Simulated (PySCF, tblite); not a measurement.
Isomers of C7H9O (doublet state). Method: GFN2-xTB as coded in tblite; computed harmonic values from a numerical Hessian at the method's own geometry, unscaled. Against measured fundamentals such values can be off by several per cent, at times by over 20. One conformer each. Open shells enter through the occupations alone, without spin polarisation, and single modes of such species can be off by tens of per cent.

Electronic energies: B3LYP/pcH-1 single points on the GFN2-xTB geometries (PySCF, gas phase).

| SMILES | electronic energy, lowest = 0 (kJ/mol) |
| --- | --- |
| C=C1C[C](CO)C1=C | 205.8 |
| O=[C][C@]12CC[C@H](C1)C2 | 150.4 |
| O=CC1=C[CH]CCC1 | 0.0 |
| C=C[C@H](C)/C=[C]\C=O | 216.1 |

**Question.** How do GFN2-xTB zero-point energies change the relative energies?

**Answer.** 
| SMILES | ZPE (kJ/mol) | of it from modes above 1550 cm⁻¹ | electronic (kJ/mol) | with ZPE, lowest = 0 (kJ/mol) | lowest mode (cm⁻¹) | rings |
| --- | --- | --- | --- | --- | --- | --- |
| O=CC1=C[CH]CCC1 | 365.0 | 169.2 | 0.0 | 0.0 | 81 | 1 |
| O=[C][C@]12CC[C@H](C1)C2 | 372.3 | 173.7 | 150.4 | 157.7 | 52 | 3 |
| C=C1C[C](CO)C1=C | 353.7 | 184.9 | 205.8 | 194.6 | 51 | 1 |
| C=C[C@H](C)/C=[C]\C=O | 351.5 | 193.0 | 216.1 | 202.6 | 29 | 0 |

The zero-point energies span 20.8 kJ/mol, from `C=C[C@H](C)/C=[C]\C=O` to `O=[C][C@]12CC[C@H](C1)C2`. The order is unchanged.

**Question.** And how do the electronic energies of GFN2-xTB itself compare?

**Answer.** `O=CC1=C[CH]CCC1` 0.0; `O=[C][C@]12CC[C@H](C1)C2` 87.6; `C=C1C[C](CO)C1=C` 183.6; `C=C[C@H](C)/C=[C]\C=O` 237.7 kJ/mol, lowest = 0. Against the energies above, taken from the same isomer `O=CC1=C[CH]CCC1`, the largest difference is 62.8 kJ/mol.

**Question.** What do entropy and thermal enthalpy add at 298.15 K and 1 bar (rigid rotor, harmonic oscillator, one conformer each)?

**Answer.** 
| SMILES | point group | symmetry number | S (J/(mol K)) | H − H(0) (kJ/mol) | ZPE + H − H(0) − TS (kJ/mol) |
| --- | --- | --- | --- | --- | --- |
| O=CC1=C[CH]CCC1 | C1 | 1 | 360.7 | 22.17 | 279.6 |
| O=[C][C@]12CC[C@H](C1)C2 | C1 | 1 | 351.1 | 20.43 | 288.1 |
| C=C1C[C](CO)C1=C | C1 | 1 | 387.6 | 25.60 | 263.8 |
| C=C[C@H](C)/C=[C]\C=O | C1 | 1 | 420.1 | 28.27 | 254.5 |

S holds R ln(2S + 1) for the spin.
